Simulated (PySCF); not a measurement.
CdI2, SMILES [I][Cd][I].

The structure is a stationary point at r2SCAN-D4/def2-SVP. The isomer is the one that the SMILES or the coordinates give; other isomers of the formula were not compared. The def2 effective core potentials stand for the cores of Cd, I; spin–orbit coupling is left out.

Level of theory: HF/def2-TZVPD in PySCF.

Q: Estimate the frontier levels, gap, dipole moment and polarisability. (Estimate from the structure and the level; the computed values follow.)

A: 
- highest occupied level = -10.13 eV
- lowest empty level = 0.59 eV
- orbital gap = 10.71 eV
- dipole moment = 0.00 D
- quadrupole, principal values (traceless, Buckingham form, about the centre of nuclear charge) = -11.82, 5.91, 5.91 D·Å
- mean static polarisability = 100.0 bohr³ (14.81 Å³)
- polarisability, principal values = 78.8, 78.8, 142.3 bohr³
